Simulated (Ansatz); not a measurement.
Reaction R1 → P1 + P2, each structure at its B3LYP-D3(BJ)/def2-TZVP stationary point, reached from a drawn start (curvature not checked).
P1: H atom, charge 0, multiplicity 2.
R1, H2O (SMILES O) (charge 0, multiplicity 1):
```xyz
3

O      0.0000     0.0000     0.3896
H      0.0000     0.7650    -0.1949
H      0.0000    -0.7650    -0.1949
```
P2: OH (SMILES [OH]), charge 0, multiplicity 2.

P less R. No zero-point or thermal terms; singlets are restricted closed shells; open shells are unrestricted; no spin–orbit coupling.

Cores are frozen in the correlated methods.

Codes used: Ansatz (an electronic-structure program) with Gaussian orbitals. No computed number here is a measurement.

Total energies in hartree:

```json
[
 {"structure": "P1", "PBE/def2-TZVPP": "-0.499616", "PBE0/def2-TZVPP": "-0.501036", "CCSD(T)/cc-pVQZ": "-0.499946"},
 {"structure": "R1", "PBE/def2-TZVPP": "-76.380147", "PBE0/def2-TZVPP": "-76.380766", "CCSD(T)/cc-pVQZ": "-76.359711"},
 {"structure": "P2", "PBE/def2-TZVPP": "-75.683357", "PBE0/def2-TZVPP": "-75.687130", "CCSD(T)/cc-pVQZ": "-75.661589"}
]
```

**Question.** Work out the reaction energy at each level in kJ/mol (1 hartree = 2625.49964 kJ/mol), and say how far PBE/def2-TZVPP lies from CCSD(T)/cc-pVQZ.

**Answer.** 
- PBE/def2-TZVPP: (-0.499616) + (-75.683357) − (-76.380147) = 0.197174 hartree = 517.7 kJ/mol
- PBE0/def2-TZVPP: (-0.501036) + (-75.687130) − (-76.380766) = 0.192600 hartree = 505.7 kJ/mol
- CCSD(T)/cc-pVQZ: (-0.499946) + (-75.661589) − (-76.359711) = 0.198176 hartree = 520.3 kJ/mol
PBE/def2-TZVPP less CCSD(T)/cc-pVQZ: -2.6 kJ/mol. CCSD(T)/cc-pVQZ is the level counted from, the highest shown, and no exact or measured value.
